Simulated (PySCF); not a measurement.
C4H9BS.
Structure used (PBE0-D3(BJ)/def2-SVP), in Å, numbered top down from 1:
```xyz
15
C4H9BS angstrom
C      1.8521   -0.4984   -1.4562
C      1.5984   -0.1904   -0.3031
B      1.2075    0.2086    1.1505
S     -0.7441    0.4838    1.1728
C     -1.3977   -1.0312    0.4561
C     -1.0303    1.6347   -0.1800
H      2.1177   -0.7727   -2.4606
H      1.6176    1.2948    1.5269
H      1.3458   -0.6650    1.9916
H     -1.2351   -1.8255    1.1964
H     -2.4729   -0.9147    0.2657
H     -0.8435   -1.2638   -0.4648
H     -0.6264    2.6040    0.1402
H     -2.1090    1.7242   -0.3653
H     -0.4911    1.2849   -1.0724
```

Theory: PBE0-D3(BJ)/def2-SVP geometry optimisation, gas phase in PySCF.

Take the most abundant isotopes and a rigid rotor. The values belong to one conformer with, in the numbering `[CH:1]#[C:2][BH2-:3][S+:4]([CH3:5])[CH3:6]`, C2–B3–S4–C5 52°.

**Question.** What are A, B and C (GHz)?

**Answer.** Ia = 127.26, Ib = 263.81, Ic = 268.34 u·Å²; 505379 MHz·u·Å²/I gives 3971, 1916 and 1883 MHz, that is A = 3.9713, B = 1.9157, C = 1.8833 GHz.

**Question.** Classify the top.

**Answer.** A near-prolate asymmetric top: κ = (2 × 1916 − 3971 − 1883)/(3971 − 1883) = -0.97.

**Question.** Is it planar, by Δ = Ic − Ia − Ib?

**Answer.** Not planar: Δ = Ic − Ia − Ib = -122.72 u·Å². For a rigid frame Δ = −2 Σ m c², so Σ m c² = 61.36 u·Å² lies off the ab plane: 17.67 from hydrogen and 43.69 from heavier atoms. The atom farthest from that plane is 2.00 Å away.

**Question.** List the rotational levels J(Ka,Kc) to J = 5 (MHz).

**Answer.** Above 0(0,0):
J = 1: 1(0,1) 3799, 1(1,1) 5855, 1(1,0) 5887
J = 2: 2(0,2) 11397, 2(1,2) 13420, 2(1,1) 13517, 2(2,1) 19684, 2(2,0) 19685
J = 3: 3(0,3) 22792, 3(1,3) 24769, 3(1,2) 24963, 3(2,2) 31081, 3(2,1) 31083, 3(3,1) 41441, 3(3,0) 41441
J = 4: 4(0,4) 37984, 4(1,4) 39899, 4(1,3) 40223, 4(2,3) 46277, 4(2,2) 46283, 4(3,2) 56638, 4(3,1) 56638, 4(4,1) 71140, 4(4,0) 71140
J = 5: 5(0,5) 56972, 5(1,5) 58812, 5(1,4) 59297, 5(2,4) 65271, 5(2,3) 65284, 5(3,3) 75634, 5(3,2) 75634, 5(4,2) 90136, 5(4,1) 90136, 5(5,1) 108781, 5(5,0) 108781
The levels of one J sum to (2J + 1)J(J + 1)(A + B + C)/3.

**Question.** Predict some low-J microwave lines.

**Answer.** The dipole components are |μa| = 3.33 D, |μb| = 0.04 D, |μc| = 3.50 D. Intensities carry the squares of the components, which stand as 0.90 : 0.00 : 1.00 (a : b : c). Some lines, for components of 0.1 D or more:

```
type  branch         J(Ka,Kc)    MHz  lower level (cm⁻¹)
   a       R  1(0,1) ← 0(0,0)   3799               0.000
   c       Q  4(2,3) ← 4(1,3)   6054               1.342
   a       R  2(1,2) ← 1(1,1)   7566               0.195
   a       R  2(1,1) ← 1(1,0)   7630               0.196
   a       R  3(0,3) ← 2(0,2)  11395               0.380
   a       R  3(1,2) ← 2(1,1)  11445               0.451
   a       R  4(1,4) ← 3(1,3)  15131               0.826
   a       R  4(3,1) ← 3(3,0)  15197               1.382
   c       R  4(1,3) ← 3(0,3)  17431               0.760
   c       R  3(2,2) ← 2(1,2)  17661               0.448
   c       R  4(2,3) ← 3(1,3)  21509               0.826
   c       R  4(3,2) ← 3(2,2)  25556               1.037
```

Stationary, but not proved a minimum. Zero-point vibration and centrifugal distortion are left out. A rigid rotor knows nothing of internal rotation, which can split or shift real lines. Quadrupole hyperfine structure (11B) is left out.

Time: 47 s. Hardware: Arm Neoverse V1, one thread, no GPU (shared host). These figures are those of the optimisation.
